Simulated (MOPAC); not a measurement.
Input file for MOPAC: PM7 on H2Sn (SMILES [SnH2]), a point of a bond scan (R = 5.697 Å).

```
PM7 1SCF PRECISE CHARGE=0 THREADS=1
H2Sn

Sn     0.00658915 1    -0.00056144 1     0.04773306 1
H     -0.57457312 1    -4.00152979 1    -3.96671958 1
H     -0.15443354 1     1.27893623 1    -1.17986985 1
```

It printed:

```
*******************************************************************************
 **                                                                           **
 **                              MOPAC v23.2.5                                **
 **                                                                           **
 *******************************************************************************
 ** MOPAC's Digital Object Identifier: https://doi.org/10.5281/zenodo.6511958 **
 **                                                                           **
 ** Please cite the open-source release paper for use of this MOPAC version:  **
 ** J. E. Moussa and J. J. P. Stewart (2026)                                  **
 ** MOPAC: An open-source semiempirical molecular orbital program             **
 ** J. Open Source Softw., 11(119), 8025, https://doi.org/10.21105/joss.08025 **
 *******************************************************************************

                              PM7 CALCULATION RESULTS

 *******************************************************************************
 *  PM7        - The PM7 Hamiltonian to be used
 *
 *
 *
 *                 CHARGE ON SYSTEM = 0
 *
 *
 *
 *  PRECISE    - TIGHTER CRITERIA TO BE USED
 *  1SCF       - DO 1 SCF AND THEN STOP
 *  THREADS=1  - MULTI-THREADING NOT USED
 *  T=         - A TIME OF 172800.0 SECONDS REQUESTED
 *  DUMP=N     - RESTART FILE WRITTEN EVERY 7200.0 SECONDS REQUESTED
 *******************************************************************************
PM7 1SCF PRECISE CHARGE=0 THREADS=1
 H2Sn

   ATOM   CHEMICAL          X               Y               Z
  NUMBER   SYMBOL      (ANGSTROMS)     (ANGSTROMS)     (ANGSTROMS)

     1      Sn          0.00658915  *  -0.00056144  *   0.04773306  *
     2       H         -0.57457312  *  -4.00152979  *  -3.96671958  *
     3       H         -0.15443354  *   1.27893623  *  -1.17986985  *



          CARTESIAN COORDINATES

    NO.       ATOM           X           Y           Z

     1        Sn          0.0066     -0.0006      0.0477
     2         H         -0.5746     -4.0015     -3.9667
     3         H         -0.1544      1.2789     -1.1799

 General Reference for PM7:
 "Optimization of Parameters for Semiempirical Methods VI: More Modifications to the
 NDDO Approximations and Re-optimization of Parameters", J. J. P. Stewart, J. Mol. Mod., 1:32, 19 (2013)
 https://link.springer.com/article/10.1007/s00894-012-1667-x

           Empirical Formula: H2 Sn  =     3 atoms



      MOLECULAR POINT GROUP   :   Cs


      RHF CALCULATION, NO. OF DOUBLY OCCUPIED LEVELS = 3



 ALL CONVERGERS ARE NOW FORCED ON
 SHIFT=10, PULAY ON, CAMP-KING ON
 AND ITERATION COUNTER RESET



 -------------------------------------------------------------------------------
 PM7 1SCF PRECISE CHARGE=0 THREADS=1
 H2Sn



     1SCF WAS SPECIFIED, SO BFGS WAS NOT USED
     SCF FIELD WAS ACHIEVED


                              PM7 CALCULATION
                                                       MOPAC v23.2.5 Linux




          FINAL HEAT OF FORMATION =        242.96891 KCAL/MOL =    1016.58191 KJ/MOL


          COSMO AREA              =        105.36 SQUARE ANGSTROMS
          COSMO VOLUME            =         80.46 CUBIC ANGSTROMS

          IONIZATION POTENTIAL    =          3.338174 EV
          HOMO LUMO ENERGIES (EV) =         -3.338 -0.840
          NO. OF FILLED LEVELS    =          3
          MOLECULAR WEIGHT        =        120.7058         POINT GROUP:  Cs

          MOLECULAR DIMENSIONS (Angstroms)

            Atom       Atom       Distance
            H     3    H     2     5.98551
           Sn     1    H     2     1.69471
            H     3    H     2     0.00000


          SCF CALCULATIONS        =          1





   ATOM   CHEMICAL          X               Y               Z
  NUMBER   SYMBOL      (ANGSTROMS)     (ANGSTROMS)     (ANGSTROMS)

     1      Sn          0.00658915  *  -0.00056144  *   0.04773306  *
     2       H         -0.57457312  *  -4.00152979  *  -3.96671958  *
     3       H         -0.15443354  *   1.27893623  *  -1.17986985  *

                             CARTESIAN COORDINATES

   1   Sn        0.006589150    -0.000561440     0.047733060
   2    H       -0.574573120    -4.001529790    -3.966719580
   3    H       -0.154433540     1.278936230    -1.179869850


           Empirical Formula: H2 Sn  =     3 atoms



      MOLECULAR POINT GROUP   :   Cs


                  EIGENVALUES
 -12.87993 -10.00076  -3.33817  -0.83984   2.23786   3.87760


              NET ATOMIC CHARGES AND DIPOLE CONTRIBUTIONS

  ATOM NO.   TYPE          CHARGE      No. of ELECS.   s-Pop       p-Pop
    1         Sn           0.553529        3.4465     1.90815     1.53832
    2          H          -0.331741        1.3317     1.33174
    3          H          -0.221788        1.2218     1.22179
 DIPOLE           X         Y         Z       TOTAL
 POINT-CHG.     1.098     5.012     7.704     9.257
 HYBRID        -0.213     1.787    -1.934     2.642
 SUM            0.884     6.799     5.771     8.962


          ATOMIC ORBITAL ELECTRON POPULATIONS

     Atom    s        px        py        pz
    1 Sn   1.90815   0.18585   0.64239   0.71008
    2  H   1.33174
    3  H   1.22179

 **********************
 *                    *
 * JOB ENDED NORMALLY *
 *                    *
 **********************




 == MOPAC DONE ==
```

The run finished.

Cost: roughly 0.05 core-seconds.
